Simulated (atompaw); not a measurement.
Tb: one change to a PAW (atompaw) potential, before and after

- Element: Tb
- Generator: atompaw 4.2.0.5
- Type: PAW
- Functional: PBE
- Relativity: scalar-relativistic
- Frozen core: [Kr] 4d10 4f8
- Valence charge: 11
- Reference configuration: 5s2 5p6 5d1 6s2 6p0
- Partial waves: 5s (bound): rc 2.35 bohr; 6s (bound): rc 2.05 bohr; 5p (bound): rc 2.10 bohr; 6p (bound, empty): rc 2.05 bohr; 5d (bound): rc 3.00 bohr; 5d channel at 0.25 Ry: rc 3.00 bohr
- Local potential: ultrasoft scheme with l = 3 at 0.5 Ry, radius 2.60 bohr
- Core correction: smooth core density matched at 2.35 bohr
- Augmentation charge: sinc compensation charge, radius 2.20 bohr; PAW radius 3.00 bohr; waves and projectors: custom polynom vanderbiltortho

Change: wave 5p (bound): rc 2.10 bohr becomes 5p (bound): rc 2.74 bohr.

Cutoffs: the cutoffs (Ry, on a coarse ladder) from which the occupation-weighted sum of valence levels, in a spherical-Bessel basis at the reference potential, stays within 10 and 1 mRy of its value at 400 Ry; they do not see the model core or the augmentation charge, which bear on the density cutoff.

Question: What does the change do?

Answer: The potential gets softer (18 Ry and 30 Ry → 12 Ry and 21 Ry); neither file shows a bound ghost.

| quantity | base | changed |
| --- | --- | --- |
| cutoff, loose | 18 Ry | 12 Ry |
| cutoff, tight | 30 Ry | 21 Ry |
| loose cutoff by channel (10 mRy a level) | s 8 Ry, p 15 Ry, d 8 Ry | s 8 Ry, p 8 Ry, d 8 Ry |
| bound ghosts | none | none |
| s: phases at 3.01 bohr within 0.05 rad from the reference energy up to (Ry; the scan ends near 5) | 3.8 | 3.8 |
| p: phases at 3.01 bohr within 0.05 rad from the reference energy up to (Ry; the scan ends near 5) | to the end of the scan | to the end of the scan |
| d: phases at 3.01 bohr within 0.05 rad from the reference energy up to (Ry; the scan ends near 5) | 2.3 | 2.3 |
| lowest overlap eigenvalue by channel | s 0.53, p 0.90, d 0.95 | s 0.53, p 0.65, d 0.95 |

 The cutoffs see the waves, projectors and local potential, not the compensation charge or the core.
